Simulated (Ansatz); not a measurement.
Potential energy curve for LiNa, singlet.

Method: full CI/def2-TZVP, frozen core run with Ansatz (a quantum-chemistry and plane-wave program).

### Question
Relative to R = 2.93 Å, what are the energies at R = 2.61, 3.25, 3.37, 8.84 Å?

### Answer
8.4 kJ/mol at 2.61 Å, 4.1 kJ/mol at 3.25 Å, 7.6 kJ/mol at 3.37 Å, 76.8 kJ/mol at 8.84 Å.
